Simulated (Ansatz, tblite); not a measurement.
Isomers of Pd3H2⁻ (doublet), found by a short tight-binding search and relaxed with PBE-D4/def2-TZVPD in Ansatz.

In the def2 sets Pd takes a core potential; there is no spin–orbit coupling. The xTB rows come from tblite.

Run but left out: HF/def2-SVPD, MP2/def2-SVPD, CCSD/def2-SVPD, CCSD(T)/def2-SVPD (flagged by the program: other amplitudes).

A: At ωB97M-V/def2-TZVPD the charge -1 doublet is spin-contaminated (final ⟨S²⟩ up to 1.03, 0.75 for a pure state). B: At LDA (SPW92)/def2-TZVPD, PBE-D4/def2-TZVPD, r2SCAN-D4/def2-TZVPD the highest occupied level of the charge -1 doublet lies above zero (up to 0.23 eV). It is a level of α spin, whose loss leaves a singlet; that state wasn't run at this geometry and level. The electron is either unbound and held by the finite basis, or the level is raised by self-interaction error. At ωB97M-V/def2-TZVPD the charge -1 doublet is spin-contaminated (final ⟨S²⟩ up to 0.86, 0.75 for a pure state).

Other spin states weren't relaxed.

A:

```xyz
5

Pd   -0.6363    0.9226    0.5860
Pd   -1.7960   -1.4202    0.8667
Pd    0.5499   -1.1270   -0.2520
H     0.3491    2.0126    0.0259
H     1.5334   -0.3881   -1.2266
```

B:

```xyz
5

Pd   -0.5938   -0.6135    0.2726
Pd    1.8514    0.6210    0.1215
Pd   -0.2322    1.4396   -1.1460
H     1.1245   -0.6688    0.8454
H    -2.1499   -0.7783   -0.0936
```

Estimate their order by electronic energy at PBE0-D4/def2-TZVPD, counted from the lowest.

B (0.0) < A (19.9), in kcal/mol.

Do the other levels pick the same lowest one?

Not GFN2-xTB. Energies above each level's lowest (kcal/mol):

| level | A | B |
| --- | --- | --- |
| GFN1-xTB | 23.6 | 0.0 |
| GFN2-xTB | 0.0 | 0.2 |
| LDA (SPW92)/def2-TZVPD | 16.9 | 0.0 |
| PBE-D4/def2-TZVPD | 16.0 | 0.0 |
| r2SCAN-D4/def2-TZVPD | 16.6 | 0.0 |
| PBE0-D4/def2-TZVPD | 19.9 | 0.0 |
| ωB97M-V/def2-TZVPD | 22.0 | 0.0 |
Point groups (tolerance 0.1 Å): A not assigned, B Cs. Lower isomers may exist.
